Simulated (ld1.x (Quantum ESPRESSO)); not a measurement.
Before and after: TM potential for fluorine

ld1.x (Quantum ESPRESSO) 7.5 input, shortened:

```
&input
   title='F', zed=9., rel=1, dft='PBE', iswitch=3,
   config='[He] 2s1.5 2p5.5 3d-2'
 /
 &inputp
   pseudotype=2, tm=.true., lloc=-1, rcloc=1.05,
   nlcc=.false.
 /
3
2S  1  0   1.50   0.00  0.55  0.55  0.0
2P  2  1   5.50   0.00  1.20  1.20  0.0
3D  3  2  -2.00   0.45  1.05  1.05  0.0
 &test
   configts(1)='2s1.5 2p5.5'
 /
```

Change: wave 2s (bound): rc 0.55 bohr becomes 2s (bound): rc 0.76 bohr.

Cutoffs: the cutoffs (Ry, on a coarse ladder) from which the occupation-weighted sum of valence levels, in a spherical-Bessel basis at the reference potential, stays within 10 and 1 mRy of its value at 400 Ry; they do not see the model core or the augmentation charge, which bear on the density cutoff. Errors are all-electron minus pseudo energies relative to the spin-unpolarised reference configuration.

What does the change do?

The potential gets softer (200 Ry and 300 Ry → 110 Ry and 230 Ry); of the 7 tests that both files solve, the error grows in 0 and shrinks in 1 by more than 15 % and 0.3 meV (median size 12.2 → 11.6 meV); neither file shows a bound ghost. A larger radius leaves more room for a smooth pseudo-wave, so fewer plane waves are needed.

| quantity | base | changed |
| --- | --- | --- |
| cutoff, loose | 200 Ry | 110 Ry |
| cutoff, tight | 300 Ry | 230 Ry |
| loose cutoff by channel (10 mRy a level) | s 200 Ry, p 80 Ry | s 90 Ry, p 80 Ry |
| bound ghosts | none | none |
| error for 2s2 2p5, meV [ΔE -9.40 eV] | +4.2 | +4.0 |
| error for 2s2 2p4, meV [ΔE 9.99 eV] | +28 | +27 |
| error for 2s2 2p3, meV [ΔE 48.37 eV] | +131 | +128 |
| error for 2s1 2p6, meV [ΔE 9.41 eV] | +4.1 | +3.3 |
| error for 2s2 2p5.3, meV [ΔE -12.07 eV] | +1.4 | +1.2 |
| error for 2s2 2p2, meV [ΔE 109.01 eV] | +478 | +468 |
| error for 2s2 2p4.5, meV [ΔE -1.86 eV] | +12 | +12 |
| s: phases at 1.30 bohr within 0.05 rad from the reference energy up to (Ry; the scan ends near 5) | to the end of the scan | to the end of the scan |
| p: phases at 1.30 bohr within 0.05 rad from the reference energy up to (Ry; the scan ends near 5) | to the end of the scan | to the end of the scan |
| d: phases at 1.30 bohr within 0.05 rad from the reference energy up to (Ry; the scan ends near 5) | to the end of the scan | to the end of the scan |
